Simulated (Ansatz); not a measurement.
Na4. Charge 0, multiplicity 3. Geometry PBE0/def2-TZVPD, that of the charge -1 doublet; atoms count from 1.

```tsv
atom	x (Å)	y (Å)	z (Å)
Na1	-0.669	-2.669	1.231
Na2	-0.297	0.651	-0.170
Na3	-1.567	3.640	-1.003
Na4	2.533	-1.622	-0.058
```

At PBE0/def2-TZVPD a singlet of charge 0 lies 0.37 eV below the triplet at the same geometry. The structure comes from a short search, and lower isomers may exist.

**Question.** Estimate the Mulliken populations from the PBE0/def2-TZVPD orbitals of Ansatz.

**Answer.** 
```tsv
atom	charge (e)	spin (α − β)
Na1	-0.06	0.69
Na2	0.06	-0.02
Na3	0.07	0.64
Na4	-0.07	0.69
```
Mulliken values and Mayer orders depend strongly on the basis. With diffuse functions, as here, like atoms can get unlike values, and bond orders can come out too low or too high.

**Question.** Where does the spin sit?

**Answer.** Summed by element: Na 2.00, of 2 unpaired in all. Largest on single atoms: Na4 0.69, Na1 0.69, Na3 0.64.

**Question.** And the Mayer bond orders between bonded heavy atoms (over 0.3)?

**Answer.** Na1–Na2 0.39 (3.62 Å); Na1–Na4 0.32 (3.61 Å); Na2–Na3 0.45 (3.35 Å); Na2–Na4 0.38 (3.63 Å).
